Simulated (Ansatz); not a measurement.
A nudged elastic band was laid between two geometries of ClF3H2NTa + H2 (10 atoms, charge 0, multiplicity 1).

These are results of Ansatz, RKS BHLYP-D4/def2-SVP, not measurements.

- movable images: 7
- climbing image: yes
- spring: 5.0 eV/Å²
- optimiser: quadratic models (default)
- start path: through a guess of the saddle point
- force threshold: 0.5 eV/Å
- iteration limit: 60
- end points: relaxed

Image 0:

```xyz
10
Properties=species:S:1:pos:R:3
Ta -0.013 -0.359 0.131
N 1.923 -0.217 0.056
H 2.513 -0.188 0.875
H 2.444 -0.206 -0.809
F 0.205 -0.391 1.999
F 0.061 -0.434 -1.747
Cl -1.211 1.615 0.158
F -0.835 -2.035 0.181
H 1.543 3.100 -1.363
H 2.129 2.717 -1.086
```

Image 8:

```xyz
10
Properties=species:S:1:pos:R:3
Ta -0.087 0.448 -0.100
N 2.214 0.161 -0.216
H 2.445 -0.769 0.118
H 2.552 0.252 -1.167
F 0.313 1.117 1.614
F -0.017 -0.132 -1.890
Cl -2.293 1.101 -0.125
F 0.242 -1.330 0.502
H 0.682 1.915 -0.696
H 2.708 0.838 0.354
```

Task: Which bonds break or form, and what moves?

Result: Bonds broken: H9–H10. Bonds formed: Ta1–H9, N2–H10. ClF3H2NTa + H2 becomes ClF3H4NTa.

Task: What energy profile does the band end with?

Result: It converged. The highest image is number 5 of 0 to 8, 1.18 eV above the first end and 1.49 eV above the last; the last end lies 0.31 eV below the first. The threshold of 0.5 eV/Å is loose, so the images may lie well off the minimum-energy path. The order of the point at the top wasn't checked. The orbitals stay closed-shell, which can raise the energy where a bond breaks towards radicals; this wasn't checked here.

```tsv
image	path coordinate (Å)	energy (eV)	H9–H10 (Å)	Ta1–H9 (Å)	N2–H10 (Å)
0	0.00	0.00	0.75	4.08	3.15
1	0.74	0.00	0.75	3.88	3.04
2	1.47	0.06	0.75	3.36	2.82
3	2.21	0.19	0.75	2.85	2.56
4	2.94	0.35	0.77	2.29	2.11
5	3.67	1.18	1.01	1.96	1.34
6	4.70	0.08	1.80	1.80	1.01
7	5.74	-0.29	2.31	1.76	1.01
8	6.77	-0.31	2.52	1.76	1.01
```

Task: What is the geometry of the highest image?

Result: 
```xyz
10
Properties=species:S:1:pos:R:3
Ta 0.104 0.167 -0.102
N 2.193 0.037 -0.208
H 2.768 0.000 0.620
H 2.704 -0.196 -1.047
F 0.585 0.319 1.705
F 0.368 -0.029 -1.946
Cl -1.796 1.507 -0.128
F -0.853 -1.424 0.118
H 0.947 1.924 -0.307
H 1.738 1.297 -0.309
```

The run took 3.5 min on 4 threads of AMD EPYC 7R43 64-Core Processor (Zen 3), with other jobs on the host, peak memory 0.37 GiB.
